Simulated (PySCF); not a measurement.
**Spin-orbit coupling and the first ionisation energy along the 4p block**

Two-component X2C-1e calculated with PySCF 2.14: MP2 on generalised Hartree-Fock spinors (GMP2), with spin-orbit coupling off and on (screened by Boettger's factors); no Breit or QED terms. Values in eV; the references (NIST) lie between the lowest levels. Elements whose determinants are no pure J levels are left out.

```json
{"element": "Ga (x2c-QZVPPall-2c, [Ne] frozen)", "configurations": "[Ar] 3d10 4s2 4p1 → [Ar] 3d10 4s2", "spin-free": "5.819", "with spin-orbit": "5.888", "shift": "0.069", "reference": "5.999"}
{"element": "Se (x2c-QZVPPall-2c, [Ne] frozen)", "configurations": "[Ar] 3d10 4s2 4p4 → [Ar] 3d10 4s2 4p3", "spin-free": "9.410", "with spin-orbit": "9.527", "shift": "0.117", "reference": "9.752"}
{"element": "Br (x2c-QZVPPall-2c, [Ne] frozen)", "configurations": "[Ar] 3d10 4s2 4p5 → [Ar] 3d10 4s2 4p4", "spin-free": "11.726", "with spin-orbit": "11.669", "shift": "-0.056", "reference": "11.814"}
{"element": "Kr (x2c-QZVPPall-2c, [Ne] frozen)", "configurations": "[Kr] → [Ar] 3d10 4s2 4p5", "spin-free": "14.178", "with spin-orbit": "13.953", "shift": "-0.225", "reference": "14.000"}
```

The largest shift is at Kr, -0.225 eV, where spin-orbit coupling lowers the species with fewer electrons by more than the one with more (starting occupations closed and 4p1/2^2 4p3/2^3).

What remains against the references is mostly the basis and correlation beyond MP2.
